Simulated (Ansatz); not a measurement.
The cluster Ru6⁺, 6 atoms. Hardware: 4 threads of Arm Neoverse V1 on a shared host.

In the def2 sets Ru takes a core potential; there is no spin–orbit coupling. Correlated methods freeze no core orbitals; core or outer-core shells of Ru are correlated, in sets that lack core-valence functions.

(1) How many basis functions does each of these Ansatz runs have, and roughly what does it cost? PBE-D4/def2-SVP, charge 1 doublet, relaxation, 6 steps; BLYP-D4/def2-TZVP, charge 1 doublet, energy, from earlier orbitals; PBE-D4/def2-TZVP, charge 1 doublet, energy and forces, from earlier orbitals; PBE-D4/def2-SVP, charge 1 doublet, energy with a search over starts; HSE06-D4/def2-TZVP, charge 1 doublet, energy, from earlier orbitals; PBE-D4/def2-SVP, charge 1 doublet, energy, from earlier orbitals; PBE0-D4/def2-SVP, charge 1 doublet, energy, from earlier orbitals; MP2/def2-TZVP, charge 1 doublet, energy, from earlier orbitals; r2SCAN-D4/def2-TZVP, charge 1 doublet, energy, from earlier orbitals; RPA@PBE/def2-TZVP, charge 1 doublet, energy, from earlier orbitals.

Answers

(1) Other jobs shared the machine, so times can vary by a factor of up to 3. A dash marks memory too small to be measured apart from the calling script's.

| run | functions | fitting or Cholesky vectors | wall time | peak host memory (GiB) |
| --- | --- | --- | --- | --- |
| PBE-D4/def2-SVP, charge 1 doublet, energy, from earlier orbitals | 186 | 1794 | 23 s | – |
| PBE-D4/def2-TZVP, charge 1 doublet, energy and forces, from earlier orbitals | 240 | 2124 | 30 s | 0.6 |
| RPA@PBE/def2-TZVP, charge 1 doublet, energy, from earlier orbitals | 240 | 2238 | 41 s | 1.4 |
| BLYP-D4/def2-TZVP, charge 1 doublet, energy, from earlier orbitals | 240 | 2124 | 53 s | 1.2 |
| PBE0-D4/def2-SVP, charge 1 doublet, energy, from earlier orbitals | 186 | 1992 | 64 s | 1.1 |
| PBE-D4/def2-SVP, charge 1 doublet, relaxation, 6 steps | 186 | 1794 | 74 s | – |
| r2SCAN-D4/def2-TZVP, charge 1 doublet, energy, from earlier orbitals | 240 | 2124 | 2.2 min | 1.4 |
| MP2/def2-TZVP, charge 1 doublet, energy, from earlier orbitals | 240 | 2238 | 2.5 min | 1.5 |
| HSE06-D4/def2-TZVP, charge 1 doublet, energy, from earlier orbitals | 240 | 2268 | 3.1 min | 1.5 |
| PBE-D4/def2-SVP, charge 1 doublet, energy with a search over starts | 186 | 1794 | 4.1 min | 0.89 |
